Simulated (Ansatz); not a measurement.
Geometry optimisation, RKS PBE0-D4/def2-SVP (Ansatz).

Input file:

```yaml
crystal:
  periodic: [false, false, false]
  atoms:
    - { symbol: Ta, position_ang: [0.0, 0.0, 0.0] }
    - { symbol: F, position_ang: [2.28, 0.0, 0.0] }
    - { symbol: Cl, position_ang: [0.0, 0.0, 2.47] }
    - { symbol: F, position_ang: [0.0, 0.0, -1.93] }
    - { symbol: Cl, position_ang: [-1.235, 2.139, 0.0] }
    - { symbol: Cl, position_ang: [-1.235, -2.139, 0.0] }
    - { symbol: S, position_ang: [0.8829, -2.249, 1.4151] }
    - { symbol: H, position_ang: [0.0982, -3.3559, 1.0702] }
    - { symbol: H, position_ang: [2.1101, -1.0903, 0.686] }
basis:
  gaussian: { orbitals: def2-SVP }
hamiltonian:
  xc: pbe0
  dispersion: d4
relax:
  f_tol: 0.15
  max_steps: 25
  restrain:
    - { distance: [0, 6], at: 3.7, k: 30.0 }
    - { distance: [8, 1], at: 2.12, k: 30.0 }
    - { distance: [0, 1], at: 1.93, k: 30.0 }
    - { distance: [8, 6], at: 1.4, k: 30.0 }
```

Run as:

```bash
$ ansatz run input.yaml --threads 4 --pin off --max-ram 5120MiB --backend cpu --events-out ev --progress --plain --runs-dir out
```

**Question.** Where does it end, and by what steps?

**Answer.** The forces met the threshold. The restraints hold the end off the free minimum; the threshold counts their pulls, which the force column leaves out. Restrained pairs: Ta1–S7 (2.80 → 3.69 Å), F2–H9 (1.30 → 2.13 Å), Ta1–F2 (2.28 → 1.91 Å), S7–H9 (1.84 → 1.38 Å). After 13 steps the energy has fallen by 5.826 eV (the restraints' own energy left out); H8 moved furthest, 1.56 Å.

| step | energy less start (eV) | largest force component (eV/Å) | accepted |
| --- | --- | --- | --- |
| 0 | 0.0000 | 2.860 | yes |
| 1 | -0.5848 | 3.319 | yes |
| 2 | -1.7878 | 3.642 | yes |
| 3 | -3.4496 | 3.199 | yes |
| 4 | -4.8872 | 1.644 | yes |
| 5 | -5.3636 | 1.333 | yes |
| 6 | -5.5315 | 0.878 | yes |
| 7 | -5.6281 | 0.939 | yes |
| 8 | -5.6749 | 0.919 | yes |
| 9 | -5.7137 | 0.966 | yes |
| 10 | -5.7620 | 0.811 | yes |
| 11 | -5.7802 | 0.863 | yes |
| 12 | -5.7862 | 0.912 | yes |
| 13 | -5.8258 | 0.890 | yes |

```xyz
9
Properties=species:S:1:pos:R:3
Ta -0.280 0.191 0.187
F 1.614 0.183 0.417
Cl -0.393 0.675 2.450
F 0.125 -0.697 -1.418
Cl -0.952 2.168 -0.656
Cl -2.144 -1.127 0.347
S 1.416 -2.869 1.354
H 1.337 -3.412 0.118
H 2.179 -1.808 0.911
```

Run time: 55 s on 4 threads of Arm Neoverse V2, on a shared host, peak memory 0.49 GiB.
